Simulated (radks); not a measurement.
Numerical settings for the osmium ion Os18+, [Kr] 4d10 4f12. All-electron calculation, Dirac Kohn-Sham, PBEsol, spin-unpolarised, spherical densities, point nucleus; open shells fill j = l - 1/2 first. Program: a radial shooting solver on a logarithmic mesh with Libxc functionals. The defaults (mesh step 0.008 in ln r, mesh end at 40 bohr or more with all orbitals vanishing there, Anderson mixing 0.5 over 9 steps, residual threshold near 1e-9 with the energy settled to 1e-9 hartree or 1e-11 of itself, here a cap of 67 iterations) give E = -17155.487 hartree and 4f7/2 at -449.45 eV in 14 iterations. Run on one thread of a shared host, so times are rough (Arm Neoverse V1): 0.14 s of CPU time, 0.14 s wall, 14 iterations on 2476 mesh points. Changes against that run (0 stands for a change within the tolerance of the run):

| setting | iterations | converged | E (mhartree) | e(4f7/2) (meV) | CPU (s) |
|---|---|---|---|---|---|
| mesh step in ln r 0.2 | 4 | no | diverged | - | 0.01 |
| mesh step in ln r 0.003 | 14 | yes | 0 | 0 | 0.36 |
| mesh step in ln r 0.012 | 14 | yes | 0 | 0 | 0.1 |
| mesh end (bohr) 3 | 14 | yes | 0 | +0.0137 | 0.14 |
| mesh end (bohr) 400 | 14 | yes | 0 | 0 | 0.15 |
| residual threshold 0.001 | 10 | yes | 0 | -0.378 | 0.12 |
| residual threshold 0.1 | 10 | yes | 0 | -0.378 | 0.12 |
| mixing 0.2 | 17 | yes | 0 | 0 | 0.17 |
| linear mixing, mixing 1 | 67 | no | 0 | -13.5 | 0.62 |
| linear mixing, mixing 0.5 | 31 | yes | 0 | 0 | 0.25 |
| mixing history 2 | 21 | yes | 0 | 0 | 0.19 |
| iteration cap 8 | 8 | no | 0 | +4.95 | 0.08 |

No run marked as converged misses the energy by more than 1 mhartree. A mesh that ends early acts as a hard wall.
